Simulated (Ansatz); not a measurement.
`[OH][Ga]([SiH3])[SH]`, one more setting.

```yaml
crystal:
  periodic: [false, false, false]
  atoms:
    - {symbol: O, position_ang: [-1.562844, 0.796546, -1.143717]}
    - {symbol: Ga, position_ang: [-0.523351, -0.093712, 0.007737]}
    - {symbol: Si, position_ang: [1.834803, 0.316058, -0.014905]}
    - {symbol: S, position_ang: [-1.505265, -1.523993, 1.383271]}
    - {symbol: H, position_ang: [-2.498606, 0.592071, -1.089220]}
    - {symbol: H, position_ang: [2.509904, -0.529536, 1.003759]}
    - {symbol: H, position_ang: [2.390559, -0.003805, -1.356056]}
    - {symbol: H, position_ang: [2.101481, 1.746634, 0.288869]}
    - {symbol: H, position_ang: [-2.746670, -1.300263, 0.920262]}
basis:
  gaussian: {orbitals: aug-cc-pVTZ}
hamiltonian: {xc: {name: PBEsol}, dispersion: d3bj}
output: {forces: true}
```

```sh
$ ansatz run in.yaml --threads 4 --pin off --events-out ev --progress --plain --max-ram 10444MiB
```

Shortened log:

```
Functional definition: PBEsol
1647 factors; their error is unknown
mean field evaluation 1: about -73117.0883 eV, gradient 7.6e1 eV
mean field evaluation 2: about -73020.1835 eV, gradient 1.9e2 eV
mean field evaluation 4: about -73125.8937 eV, gradient 2.2e1 eV
mean field evaluation 8: about -73126.9327 eV, gradient 2.7e-1 eV
mean field evaluation 16: about -73126.8984 eV, gradient 3.3e-3 eV
mean field -73126.89838490 eV, -2687.3639484532 hartree, gradient 4.8e-5 eV, S^2 0.000000; 0 other end points of the search recorded, 0 dependent functions left out
reference -73126.89845940 eV, -2687.3639511910 hartree; 37, 37 occupied and 283, 283 virtual orbitals, 1647 factors
Total energy: -73126.98966156 eV, -2687.3673028084 hartree
Atom 0 at    -1.562844     0.796546    -1.143717 Å, force     0.567048     0.225669    -0.143170 eV/Å
Atom 1 at    -0.523351    -0.093712     0.007737 Å, force     0.111327    -0.036157     0.058458 eV/Å
Atom 2 at     1.834803     0.316058    -0.014905 Å, force    -0.295321    -0.051132     0.001955 eV/Å
Atom 3 at    -1.505265    -1.523993     1.383271 Å, force     0.353796    -0.104844     0.176725 eV/Å
Atom 4 at    -2.498606     0.592071    -1.089220 Å, force    -0.594604    -0.155474     0.062438 eV/Å
Atom 5 at     2.509904    -0.529536     1.003759 Å, force     0.090556    -0.137589     0.162734 eV/Å
Atom 6 at     2.390559    -0.003805    -1.356056 Å, force     0.079550    -0.050243    -0.217099 eV/Å
Atom 7 at     2.101481     1.746634     0.288869 Å, force     0.033482     0.229808     0.046153 eV/Å
Atom 8 at    -2.746670    -1.300263     0.920262 Å, force    -0.345834     0.079961    -0.148194 eV/Å
Dipole moment:    -0.072485    -0.010545    -0.001354 e Å
```

Run time 6.5 s (4 threads of an Arm Neoverse V1 on a shared host); peak host memory 0.58 GiB.
